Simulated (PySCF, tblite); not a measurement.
Compound: C₃H₅OPSi.
Z-matrix (Å and degrees, GFN2-xTB geometry), rows numbered from 1:
```
Si
C   1  1.8787
C   2  1.3585  1  125.65
O   3  1.3334  2  116.77  1  -179.97
C   4  1.3384  3  110.78  2     0.00
P   5  1.7071  4  115.75  3    -0.00
H   1  1.4646  2  107.68  3    -0.09
H   1  1.4641  2  108.82  3  -120.00
H   1  1.4641  2  108.83  3   119.83
H   3  1.0763  2  127.84  1     0.01
H   5  1.0763  4  115.31  3  -179.98
```

Method used: wB97X-D/def2-SVPD in PySCF (dipole) on a GFN2-xTB geometry, gas phase.

Masses are those of the commonest isotopes; rigid-rotor values at the optimised geometry. 

Task: Give the principal moments of inertia and the rotational constants in cm⁻¹.

Result: Ia = 101.65, Ib = 290.93, Ic = 386.76 u·Å²; 505379 MHz·u·Å²/I gives 4972, 1737 and 1307 MHz, that is A = 0.16584, B = 0.05794, C = 0.04359 cm⁻¹.

Task: Classify the top.

Result: An asymmetric top; Ray's κ = -0.765.

Task: What does the inertial defect say?

Result: Not planar: Δ = Ic − Ia − Ib = -5.82 u·Å². For a rigid frame Δ = −2 Σ m c², so Σ m c² = 2.91 u·Å² lies off the ab plane, practically all of it from hydrogen. The atom farthest from that plane is 1.20 Å away.

Task: Give the coordinates in the principal-axis frame, origin at the centre of mass.

Result: The sense of each axis is arbitrary; atoms in the order of the calculation.
| atom | mass (u) | a (Å) | b (Å) | c (Å) |
| --- | --- | --- | --- | --- |
| Si1 | 27.977 | -2.301 | -0.057 | 0.000 |
| C2 | 12.000 | -0.425 | -0.157 | 0.000 |
| C3 | 12.000 | 0.307 | -1.302 | 0.000 |
| O4 | 15.995 | 1.634 | -1.167 | 0.000 |
| C5 | 12.000 | 1.979 | 0.126 | 0.000 |
| P6 | 30.974 | 0.686 | 1.240 | 0.000 |
| H7 | 1.008 | -2.819 | -1.426 | -0.002 |
| H8 | 1.008 | -2.735 | 0.660 | -1.200 |
| H9 | 1.008 | -2.735 | 0.657 | 1.202 |
| H10 | 1.008 | -0.054 | -2.316 | 0.000 |
| H11 | 1.008 | 3.038 | 0.319 | 0.000 |

Task: Where do the levels up to J = 4 lie, in MHz?

Result: Above 0(0,0):
J = 1: 1(0,1) 3044, 1(1,1) 6279, 1(1,0) 6709
J = 2: 2(0,2) 9091, 2(1,2) 11936, 2(1,1) 13227, 2(2,1) 22931, 2(2,0) 22971
J = 3: 3(0,3) 18065, 3(1,3) 20398, 3(1,2) 22978, 3(2,2) 32063, 3(2,1) 32261, 3(3,1) 49336, 3(3,0) 49339
J = 4: 4(0,4) 29858, 4(1,4) 31639, 4(1,3) 35926, 4(2,3) 44207, 4(2,2) 44788, 4(3,2) 61586, 4(3,1) 61602, 4(4,1) 85669, 4(4,0) 85669
Those of J = 1 are B + C, A + C and A + B.

Task: Predict some low-J microwave lines.

Result: The dipole components are |μa| = 0.05 D, |μb| = 1.11 D, |μc| = 0.00 D; the mirror of this Cs structure is the ab plane, so μc vanishes by symmetry and there are no c-type lines. The squared components, which scale the intensities, stand as 0.00 : 1.00 (a : b). Some lines, for components of 0.1 D or more:

```
type  branch         J(Ka,Kc)    MHz  lower level (cm⁻¹)
   b       R  2(0,2) ← 1(1,1)   2813               0.209
   b       Q  1(1,0) ← 1(0,1)   3665               0.102
   b       Q  2(1,1) ← 2(0,2)   4136               0.303
   b       R  1(1,1) ← 0(0,0)   6279               0.000
   b       R  2(1,2) ← 1(0,1)   8892               0.102
   b       Q  2(2,0) ← 2(1,1)   9744               0.441
   b       Q  2(2,1) ← 2(1,2)  10995               0.398
   b       R  2(2,1) ← 1(1,0)  16222               0.224
   b       R  2(2,0) ← 1(1,1)  16693               0.209
```

Task: Estimate the classical rotational partition function at 25 K, 50 K and 298.15 K.

Result: Point group Cs, symmetry number σ = 1; q = (√π/σ)·√((kT/h)³/(ABC)), k/h = 20836.6 MHz/K: 6270 at 25 K, 17700 at 50 K, 258000 at 298.15 K.

Its GFN2-xTB frequencies are all real (lowest 50 cm⁻¹). Constants of a rigid frame at the computed geometry: no zero-point averaging, no centrifugal distortion. A rigid rotor knows nothing of internal rotation, which can split or shift real lines.
